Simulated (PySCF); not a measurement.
## Spin-rotation constants: `C[C@@H]1[C@H]([SiH3])C[P@@H]1=O`, C4H11OPSi

Molfile (atoms numbered from 1):
```
C4H11OPSi
     RDKit          3D

 18 18  0  0  0  0  0  0  0  0999 V2000
   -0.8554    1.3198   -0.8720 C   0  0  0  0  0  0  0  0  0  0  0  0
   -0.7071    0.6382    0.4759 C   0  0  2  0  0  0  0  0  0  0  0  0
    0.5678   -0.2249    0.6468 C   0  0  2  0  0  0  0  0  0  0  0  0
    2.1650    0.3524   -0.2054 Si  0  0  0  0  0  4  0  0  0  0  0  0
   -0.0143   -1.5638    0.1402 C   0  0  0  0  0  0  0  0  0  0  0  0
   -1.7047   -0.9260    0.4895 P   0  0  2  0  0  5  0  0  0  0  0  0
   -2.8534   -1.1660   -0.3840 O   0  0  0  0  0  0  0  0  0  0  0  0
   -0.7447    0.5965   -1.6778 H   0  0  0  0  0  0  0  0  0  0  0  0
   -1.8497    1.7568   -0.9544 H   0  0  0  0  0  0  0  0  0  0  0  0
   -0.1141    2.1071   -1.0002 H   0  0  0  0  0  0  0  0  0  0  0  0
   -0.8638    1.3594    1.2800 H   0  0  0  0  0  0  0  0  0  0  0  0
    0.7546   -0.3241    1.7205 H   0  0  0  0  0  0  0  0  0  0  0  0
    2.0105    0.2962   -1.6585 H   0  0  0  0  0  0  0  0  0  0  0  0
    3.2338   -0.5569    0.2104 H   0  0  0  0  0  0  0  0  0  0  0  0
    2.4528    1.7188    0.2317 H   0  0  0  0  0  0  0  0  0  0  0  0
    0.3390   -2.4604    0.6446 H   0  0  0  0  0  0  0  0  0  0  0  0
    0.1096   -1.6981   -0.9361 H   0  0  0  0  0  0  0  0  0  0  0  0
   -1.9346   -1.2187    1.8370 H   0  0  0  0  0  0  0  0  0  0  0  0
  1  2  1  0
  2  3  1  0
  3  4  1  0
  3  5  1  0
  5  6  1  0
  6  7  2  0
  6  2  1  0
  1  8  1  0
  1  9  1  0
  1 10  1  0
  2 11  1  1
  3 12  1  1
  4 13  1  0
  4 14  1  0
  4 15  1  0
  5 16  1  0
  5 17  1  0
  6 18  1  1
M  END
```

The calculation used GIAO PBE/pcSseg-1 magnetisability, rotational g tensor and spin-rotation constants, non-relativistic, gas phase (PySCF 2.14.0). Geometry: GFN2-xTB.

Give the nuclear spin-rotation constants along the inertial axes (H = +C I·J) beside the isotropic shieldings.

Rotational constants 3.6591, 1.1287, 0.9787 GHz. A star marks the isotopologue with that one atom substituted, in its own axes.
| atom | isotope | Caa (kHz) | Cbb (kHz) | Ccc (kHz) | mean (kHz) | σ (ppm) |
| --- | --- | --- | --- | --- | --- | --- |
| P6 | 31P | 5.330 | 1.951 | 1.590 | 2.957 | 310.3 |
| H8 | 1H | -0.428 | -0.099 | 0.010 | -0.172 | 30.1 |
| H9 | 1H | -0.159 | -0.044 | -0.110 | -0.104 | 30.2 |
| H10 | 1H | -0.041 | -0.079 | -0.116 | -0.079 | 30.3 |
| H11 | 1H | -0.389 | -0.110 | 0.028 | -0.157 | 28.9 |
| H12 | 1H | -0.355 | -0.107 | -0.009 | -0.157 | 30.2 |
| H13 | 1H | -0.343 | -0.092 | 0.025 | -0.137 | 27.8 |
| H14 | 1H | -0.222 | 0.011 | -0.097 | -0.102 | 27.7 |
| H15 | 1H | -0.241 | -0.038 | -0.046 | -0.108 | 27.5 |
| H16 | 1H | -0.409 | 0.057 | -0.117 | -0.157 | 29.0 |
| H17 | 1H | -0.389 | -0.136 | 0.042 | -0.161 | 29.2 |
| H18 | 1H | -0.227 | -0.054 | 0.021 | -0.087 | 23.8 |
| C1 | 13C* | 0.469 | 0.166 | 0.140 | 0.259 | 169.8 |
| C2 | 13C* | 0.576 | 0.241 | 0.226 | 0.348 | 130.2 |
| C3 | 13C* | 0.612 | 0.119 | 0.135 | 0.289 | 171.9 |
| Si4 | 29Si* | -1.921 | -0.673 | -0.544 | -1.046 | 408.2 |
| C5 | 13C* | 0.487 | 0.241 | 0.205 | 0.311 | 140.1 |
| O7 | 17O* | -0.759 | -0.133 | -0.217 | -0.369 | 174.7 |

For the geometry as given, no vibrational averaging.

How do the rotational constants and the g tensor change when H8, H9, H10, H11, H12, H13, H14, H15, H16, H17, H18 are replaced by deuterium?

Constants 2.8096, 1.0200, 0.8749 GHz; g -0.0237, -0.0170, -0.0146, against -0.0307, -0.0186, -0.0162 before.
